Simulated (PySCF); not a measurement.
This script is equivalent to a calculation on In(2+) (indium, charge +2).

```python
from pyscf import gto, scf, dft, mp, cc
import basis_set_exchange as bse
mol = gto.M(atom="In 0 0 0", charge=2, spin=1, symmetry="D2h",
            basis=gto.basis.parse(bse.get_basis("x2c-SVPall", elements=["In"], fmt="nwchem", header=False)),
            nucmod="G")
mf = dft.UKS(mol, xc="B88,P86").sfx2c1e()
mf.irrep_nelec = {'Ag': (9, 8), 'B1g': (2, 2), 'B2g': (2, 2), 'B3g': (2, 2), 'B1u': (3, 3), 'B2u': (3, 3), 'B3u': (3, 3)}
mf.kernel()
```

What total energy does it give?

-5880.04 hartree (calculated).

Which occupied shell lies highest, and where?

5s α, at -24.428 eV.

What is ⟨S²⟩, and what would a pure spin state give?

0.750, against 0.75.
